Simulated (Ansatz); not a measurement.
`N#[C][Sn]([F])([F])[C]#N` + `[OH][GaH2]` → `N#C[O][GaH2]` + `N#[C][SnH]([F])[F]` at 500 K and 1 bar (substitution at a C–Sn bond).

Isolated molecules relaxed with PBE0-D4/def2-TZVP in Ansatz; ΔE leaves out vibrations. CCSD(T)/CBS is the MP2 limit (def2-TZVPP, def2-QZVPP) plus CCSD(T) − MP2 in def2-TZVPP, frozen cores. def2 core potentials past Kr. For Ga, Sn outer-core shells are correlated without core-valence functions, which leaves a few kJ/mol of doubt a bond. Scalar relativity is left out up to krypton.

```json
{"species": "`N#[C][Sn]([F])([F])[C]#N`", "CCSD(T)/CBS energy (Eh)": "-599.13719", "H − E (kJ/mol)": "103.4", "S (J/(mol·K))": "460.3"}
{"species": "`[OH][GaH2]`", "CCSD(T)/CBS energy (Eh)": "-2000.92981", "H − E (kJ/mol)": "96.0", "S (J/(mol·K))": "296.8"}
{"species": "`N#C[O][GaH2]`", "CCSD(T)/CBS energy (Eh)": "-2093.04540", "H − E (kJ/mol)": "102.4", "S (J/(mol·K))": "354.4"}
{"species": "`N#[C][SnH]([F])[F]`", "CCSD(T)/CBS energy (Eh)": "-507.00240", "H − E (kJ/mol)": "89.7", "S (J/(mol·K))": "401.7"}
```

H − E and S are ideal-gas, rigid-rotor, harmonic terms from PBE0-D4/def2-TZVP. 1 Eh = 2625.50 kJ/mol, R = 8.31446 J/(mol·K).

Problem. By hand: ΔE, ΔH, ΔS and ΔG.

Solution. ΔE = (-2093.04540) + (-507.00240) − (-599.13719) − (-2000.92981) = 0.01920 Eh = 50.4 kJ/mol. Δ(H − E) = 102.4 + 89.7 − 103.4 − 96.0 = -7.3, so ΔH = 43.1 kJ/mol. ΔS = 354.4 + 401.7 − 460.3 − 296.8 = -1.0 J/(mol·K). ΔG = 43.1 − 500 × (-1.0)/1000 = 43.6 kJ/mol.

Problem. By hand: the equilibrium constant, and the temperature at which ΔG would vanish if ΔH and ΔS stayed fixed.

Solution. log₁₀ K = −ΔG/(RT ln 10) = -4.6. ΔH and −TΔS have one sign here, so there is no such temperature. One of them is within its doubt of zero, so this could turn.

The number of gas molecules stays the same, so ΔS is small and ΔH decides. A doubt of 5 kJ/mol in ΔE shifts log₁₀ K by 0.5 here. These are equilibria of isolated gas molecules and say nothing of rates. Largest T1 diagnostic: 0.015 (customary marks: 0.02 for closed shells, 0.045 for open ones).
